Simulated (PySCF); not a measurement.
# Adding and removing an electron: AsH

PBE0; As def2-TZVPPD, H def2-TZVPPD; no relativity (PySCF 2.14). Neutral (UKS): triplet (π ↑↑), Re = 1.531 Å, ωe = 2174 cm⁻¹, De = 2.91 eV, HOMO -7.00 eV, LUMO -2.82 eV.

AsH⁺ (UKS): doublet (π ↑), Re = 1.535 Å, ωe = 2199 cm⁻¹, De = 3.11 eV to As⁺ + H. The energies at the minima are -2236.14705 hartree for AsH and -2235.78839 for AsH⁺.

(1) Work out the adiabatic ionisation energy, without and with harmonic zero-point energies (1 hartree = 27.2114 eV, 1 eV = 8065.5 cm⁻¹), and the change of the bond length.

Spin–orbit coupling is left out. For an ion De counts to the pair picked by the measured ionisation energies or electron affinities, which need not be the lowest pair at this level. States were picked by a PBE0 search and need not be the measured ground states.

## Answers

(1) At PBE0: 0.35866 hartree = 9.760 eV between the minima; the zero-point term (2199.0 − 2174.0)/2 cm⁻¹ = +0.002 eV makes it 9.761 eV. Re changes by +0.4 pm against the neutral. The electron leaves a π orbital, which is non-bonding in a hydride.
